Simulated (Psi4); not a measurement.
Psi4 input (wB97X-D/6-31G*):

```
memory 1500 MB

molecule {
0 2
C    -0.46470000    1.98197500    0.17589300
Si   -0.24645100    0.31079200   -0.55609700
C    -1.85343300   -0.66699900   -0.54418200
Si    1.38653800   -0.84161600    0.69498200
H     0.17546800    2.82053600   -0.07400300
H    -1.18244000    2.18280800    0.96423400
H     0.26914200    0.44161900   -1.94543900
H    -2.61601900   -0.16844400   -1.14529500
H    -1.70278700   -1.66983300   -0.94772400
H    -2.23526600   -0.76788700    0.47372700
H     0.93063000   -1.00591700    2.09925800
H     1.63874500   -2.19466600    0.13283500
H     2.67011200   -0.09655200    0.70775500
symmetry c1
no_reorient
no_com
}

set {
  basis 6-31G*
  reference uks
  scf_type pk
  dft_radial_points 99
  dft_spherical_points 590
  e_convergence 1e-8
  d_convergence 1e-7
  maxiter 150
}

e = energy('wb97x-d')
print_out(f'\nFINAL {e:.10f} DIPOLE {variable("CURRENT DIPOLE")[0]:.6f} {variable("CURRENT DIPOLE")[1]:.6f} {variable("CURRENT DIPOLE")[2]:.6f}\n')
```

Output:

```
   => Loading Basis Set <=

    Name: 6-31G*
    Role: ORBITAL
    Keyword: BASIS
    atoms 1, 3 entry C          line   111 file 6-31gs.gbs
    atoms 2, 4 entry SI         line   268 file 6-31gs.gbs
    atoms 5-13 entry H          line    44 file 6-31gs.gbs

   => WB97X-D: Empirical Dispersion <=

    Chai and Head-Gordon Dispersion Correction
    Chai, J.-D.; Head-Gordon, M. (2010), J. Chem. Phys., 132: 6615-6620

        s6 =       1.000000

         ---------------------------------------------------------
                                   SCF
               by Justin Turney, Rob Parrish, Andy Simmonett
                          and Daniel G. A. Smith
                              UKS Reference
         ---------------------------------------------------------

  ==> Geometry <==

    Molecular point group: c1
    Full point group: C1

    Geometry (in Angstrom), charge = 0, multiplicity = 2:

       Center              X                  Y                   Z               Mass
    ------------   -----------------  -----------------  -----------------  -----------------
         C           -0.464700000000     1.981975000000     0.175893000000    12.000000000000
         SI          -0.246451000000     0.310792000000    -0.556097000000    27.976926534650
         C           -1.853433000000    -0.666999000000    -0.544182000000    12.000000000000
         SI           1.386538000000    -0.841616000000     0.694982000000    27.976926534650
         H            0.175468000000     2.820536000000    -0.074003000000     1.007825032230
         H           -1.182440000000     2.182808000000     0.964234000000     1.007825032230
         H            0.269142000000     0.441619000000    -1.945439000000     1.007825032230
         H           -2.616019000000    -0.168444000000    -1.145295000000     1.007825032230
         H           -1.702787000000    -1.669833000000    -0.947724000000     1.007825032230
         H           -2.235266000000    -0.767887000000     0.473727000000     1.007825032230
         H            0.930630000000    -1.005917000000     2.099258000000     1.007825032230
         H            1.638745000000    -2.194666000000     0.132835000000     1.007825032230
         H            2.670112000000    -0.096552000000     0.707755000000     1.007825032230

  Running in c1 symmetry.

  Rotational constants: A =      0.17470  B =      0.09225  C =      0.06886 [cm^-1]
  Rotational constants: A =   5237.23684  B =   2765.51783  C =   2064.39925 [MHz]
  Nuclear repulsion =  208.887444253678979

  Charge       = 0
  Multiplicity = 2
  Electrons    = 49
  Nalpha       = 25
  Nbeta        = 24

  ==> Algorithm <==

[...]
      50A      0.691512    51A      0.723401    52A      0.735890
      53A      0.777948    54A      0.781647    55A      0.792113
      56A      0.835263    57A      0.851467    58A      0.873354
      59A      0.938255    60A      0.974143    61A      0.982719
      62A      0.994783    63A      1.003870    64A      1.032383
      65A      1.042490    66A      1.086647    67A      1.142883
      68A      1.215087    69A      1.247773    70A      1.266403
      71A      1.289373    72A      1.344937    73A      1.733891
      74A      1.804646    75A      1.826239    76A      1.875230
      77A      2.126563    78A      2.214505    79A      2.317497
      80A      2.359644    81A      2.363019    82A      2.364473
      83A      2.980072    84A      3.119062    85A      4.218137
      86A      4.281368

    Beta Occupied:

       1A    -66.269050     2A    -66.257764     3A    -10.293617
       4A    -10.282083     5A     -5.384515     6A     -5.378936
       7A     -3.729094     8A     -3.728925     9A     -3.728463
      10A     -3.723101    11A     -3.723043    12A     -3.722154
      13A     -0.800077    14A     -0.739719    15A     -0.634503
      16A     -0.565034    17A     -0.506830    18A     -0.492169
      19A     -0.486178    20A     -0.429123    21A     -0.427208
      22A     -0.404200    23A     -0.395176    24A     -0.353695

    Beta Virtual:

      25A     -0.010434    26A      0.100582    27A      0.104538
      28A      0.133085    29A      0.165065    30A      0.179990
      31A      0.192792    32A      0.201329    33A      0.229124
      34A      0.234526    35A      0.255345    36A      0.258801
      37A      0.266267    38A      0.294571    39A      0.326494
      40A      0.332770    41A      0.357410    42A      0.398767
      43A      0.419841    44A      0.446978    45A      0.531370
      46A      0.561200    47A      0.600936    48A      0.651414
      49A      0.668731    50A      0.701530    51A      0.738086
      52A      0.743692    53A      0.779983    54A      0.783478
      55A      0.813557    56A      0.837166    57A      0.855872
      58A      0.874492    59A      0.943194    60A      0.981362
      61A      0.990044    62A      0.997009    63A      1.008430
      64A      1.044911    65A      1.048862    66A      1.088542
      67A      1.152961    68A      1.217390    69A      1.248647
      70A      1.268686    71A      1.291373    72A      1.345826
      73A      1.797340    74A      1.811775    75A      1.832867
      76A      1.930994    77A      2.183657    78A      2.236261
      79A      2.331768    80A      2.363138    81A      2.365758
      82A      2.373590    83A      2.981180    84A      3.119818
      85A      4.263739    86A      4.284214

    Final Occupation by Irrep:
              A
    DOCC [    24 ]
    SOCC [     1 ]
    NA   [    25 ]
    NB   [    24 ]

  @UKS Final Energy:  -660.49267992924467

   => Energetics <=

    Nuclear Repulsion Energy =            208.8874442536789786
    One-Electron Energy =               -1326.2361043085347774
    Two-Electron Energy =                 496.6654414295700803
    DFT Exchange-Correlation Energy =     -39.8042268610055601
    Empirical Dispersion Energy =          -0.0052344429534792
    VV10 Nonlocal Energy =                  0.0000000000000000
    Total Energy =                       -660.4926799292446731

  UHF NO Occupations:
  HONO-2 :   23  A 1.9992817
  HONO-1 :   24  A 1.9988822
  HONO-0 :   25  A 1.0000000
  LUNO+0 :   26  A 0.0011178
  LUNO+1 :   27  A 0.0007183
  LUNO+2 :   28  A 0.0003011
  LUNO+3 :   29  A 0.0002762

Computation Completed

Properties will be evaluated at   0.000000,   0.000000,   0.000000 [a0]

Properties computed using the SCF density matrix

 Multipole Moments:

 ------------------------------------------------------------------------------------
     Multipole            Electronic (a.u.)      Nuclear  (a.u.)        Total (a.u.)
 ------------------------------------------------------------------------------------

 L = 1.  Multiply by 2.5417464519 to convert [e a0] to [Debye]
 Dipole X            :         -0.3793233            0.0000094           -0.3793139
 Dipole Y            :          0.1647070           -0.0000302            0.1646767
 Dipole Z            :          0.0184566            0.0000076            0.0184642
 Magnitude           :                                                    0.4139304

 ------------------------------------------------------------------------------------

FINAL -660.4926799292 DIPOLE -0.379314 0.164677 0.018464

*** Psi4 exiting successfully. Buy a developer a beer!
```

The geometry given is a B3LYP-D3(BJ)/def2-TZVP minimum.
